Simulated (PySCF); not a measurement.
dimethyl carbonate (C3H6O3), singlet, at a GFN2-xTB geometry; PySCF with TPSS/6-31G.

PySCF was given this input:
```python
from pyscf import gto, scf, dft

mol = gto.Mole()
mol.atom = '''
    C     2.32517331    0.09994214    0.05033470
    O     1.10482066   -0.54437804    0.39359877
    C    -0.00225252    0.06041020   -0.03827659
    O    -0.04037348    1.07614926   -0.67209545
    O    -1.06015611   -0.65053184    0.35332550
    C    -2.32406787   -0.12639913   -0.03399431
    H     2.33572923    1.12457047    0.42682949
    H     3.11149818   -0.48764306    0.51637074
    H     2.45383247    0.12126973   -1.03361495
    H    -3.06483642   -0.80965771    0.37240314
    H    -2.40104093   -0.07929089   -1.12196490
    H    -2.46262854    0.87711717    0.37296294
'''
mol.basis = '6-31g'
mol.verbose = 4
mol.build()

mf = dft.RKS(mol)
mf.xc = 'tpss'
mf.small_rho_cutoff = 0
mf.kernel()
```

Output, abridged:

```
PySCF version 2.14.0

[INPUT] verbose = 4
[INPUT] num. atoms = 12
[INPUT] num. electrons = 48
[INPUT] charge = 0
[INPUT] spin (= nelec alpha-beta = 2S) = 0
[INPUT] symmetry False subgroup None
[INPUT] Mole.unit = angstrom
[INPUT] Symbol           X                Y                Z      unit          X                Y                Z       unit  Magmom
[INPUT]  1 C      2.325173310000   0.099942140000   0.050334700000 AA    4.393940748048   0.188863272903   0.095118797562 Bohr   0.0
[INPUT]  2 O      1.104820660000  -0.544378040000   0.393598770000 AA    2.087808464161  -1.028725403828   0.743793878266 Bohr   0.0
[INPUT]  3 C     -0.002252520000   0.060410200000  -0.038276590000 AA   -0.004256645890   0.114158733130  -0.072332272082 Bohr   0.0
[INPUT]  4 O     -0.040373480000   1.076149260000  -0.672095450000 AA   -0.076294819896   2.033627370553  -1.270076330066 Bohr   0.0
[INPUT]  5 O     -1.060156110000  -0.650531840000   0.353325500000 AA   -2.003404697184  -1.229327012909   0.667688427825 Bohr   0.0
[INPUT]  6 C     -2.324067870000  -0.126399130000  -0.033994310000 AA   -4.391851769201  -0.238859738083  -0.064239935694 Bohr   0.0
[INPUT]  7 H      2.335729230000   1.124570470000   0.426829490000 AA    4.413888545841   2.125130196073   0.806590837988 Bohr   0.0
[INPUT]  8 H      3.111498180000  -0.487643060000   0.516370740000 AA    5.879879397283  -0.921511829945   0.975799277339 Bohr   0.0
[INPUT]  9 H      2.453832470000   0.121269730000  -1.033614950000 AA    4.637071323865   0.229166576900  -1.953249173756 Bohr   0.0
[INPUT] 10 H     -3.064836420000  -0.809657710000   0.372403140000 AA   -5.791701450392  -1.530031326543   0.703739942528 Bohr   0.0
[INPUT] 11 H     -2.401040930000  -0.079290890000  -1.121964900000 AA   -4.537309771571  -0.149838066273  -2.120206382375 Bohr   0.0
[INPUT] 12 H     -2.462628540000   0.877117170000   0.372962940000 AA   -4.653693487138   1.657511230454   0.704797811213 Bohr   0.0

nuclear repulsion = 253.043171659719
number of shells = 42
number of NR pGTOs = 156
number of NR cGTOs = 66
basis = 6-31g
ecp = {}

******** <class 'pyscf.dft.rks.RKS'> ********
method = RKS
initial guess = minao
damping factor = 0
level_shift factor = 0
DIIS = <class 'pyscf.scf.diis.CDIIS'>
diis_start_cycle = 1
diis_space = 8
diis_damp = 0
SCF conv_tol = 1e-09
SCF conv_tol_grad = None
SCF max_cycles = 50
direct_scf = True
direct_scf_tol = 1e-13
XC library pyscf.dft.libxc version 7.1.2
    S. Lehtola, C. Steigemann, M. J. T. Oliveira, and M. A. L. Marques,  SoftwareX 7, 1–5 (2018)
XC functionals = tpss
    J. Tao, J. P. Perdew, V. N. Staroverov, and G. E. Scuseria,  Phys. Rev. Lett. 91, 146401 (2003)
    J. P. Perdew, J. Tao, V. N. Staroverov, and G. E. Scuseria,  J. Chem. Phys. 120, 6898 (2004)
    J. Tao, J. P. Perdew, V. N. Staroverov, and G. E. Scuseria,  Phys. Rev. Lett. 91, 146401 (2003)
    J. P. Perdew, J. Tao, V. N. Staroverov, and G. E. Scuseria,  J. Chem. Phys. 120, 6898 (2004)
radial grids:
    Treutler-Ahlrichs [JCP 102, 346 (1995); DOI:10.1063/1.469408] (M4) radial grids

becke partition: Becke, JCP 88, 2547 (1988); DOI:10.1063/1.454033
pruning grids: <function nwchem_prune>
grids dens level: 3
symmetrized grids: False
atomic radii adjust function: <function treutler_atomic_radii_adjust>
small_rho_cutoff = 0
Set gradient conv threshold to 3.16228e-05
Initial guess from minao.
tot grids = 143448
init E= -344.358236752268
  HOMO = -0.347975312317432  LUMO = -0.0467044888557278  gap/eV = 8.19800
cycle= 1 E= -343.302680024663  delta_E= 1.06  |g|= 1.07  |ddm|= 3.39
  HOMO = -0.07774293330348  LUMO = 0.0772353014731293  gap/eV = 4.21717
cycle= 2 E= -342.57956137267  delta_E= 0.723  |g|= 2.15  |ddm|= 2.81
  HOMO = -0.213427158562252  LUMO = 0.015940635029515  gap/eV = 6.24142
cycle= 3 E= -343.466077273035  delta_E= -0.887  |g|= 0.557  |ddm|= 2.22
  HOMO = -0.239135593142183  LUMO = 0.00980248347131196  gap/eV = 6.77395
cycle= 4 E= -343.5286873566  delta_E= -0.0626  |g|= 0.103  |ddm|= 0.56
  HOMO = -0.24503724223609  LUMO = -3.28746560951387e-05  gap/eV = 6.66691
cycle= 5 E= -343.530490794445  delta_E= -0.0018  |g|= 0.0305  |ddm|= 0.0889
  HOMO = -0.241205515259108  LUMO = 0.00461376099671695  gap/eV = 6.68908
cycle= 6 E= -343.530739566866  delta_E= -0.000249  |g|= 0.00623  |ddm|= 0.0337
  HOMO = -0.24127813663398  LUMO = 0.00486399689259986  gap/eV = 6.69787
cycle= 7 E= -343.530747845602  delta_E= -8.28e-06  |g|= 0.00205  |ddm|= 0.00659
  HOMO = -0.241617983759468  LUMO = 0.00453097712707384  gap/eV = 6.69805
cycle= 8 E= -343.53074893394  delta_E= -1.09e-06  |g|= 0.000157  |ddm|= 0.0025
  HOMO = -0.241600174726565  LUMO = 0.0045562938096253  gap/eV = 6.69826
cycle= 9 E= -343.530748940862  delta_E= -6.92e-09  |g|= 2.57e-05  |ddm|= 0.000236
  HOMO = -0.241602025227331  LUMO = 0.00455589201951478  gap/eV = 6.69830
cycle= 10 E= -343.530748940983  delta_E= -1.21e-10  |g|= 1.92e-05  |ddm|= 4.64e-05
  HOMO = -0.241602192543686  LUMO = 0.00455548233731995  gap/eV = 6.69829
Extra cycle  E= -343.530748940693  delta_E= 2.9e-10  |g|= 4.32e-05  |ddm|= 4.94e-05
converged SCF energy = -343.530748940693
```
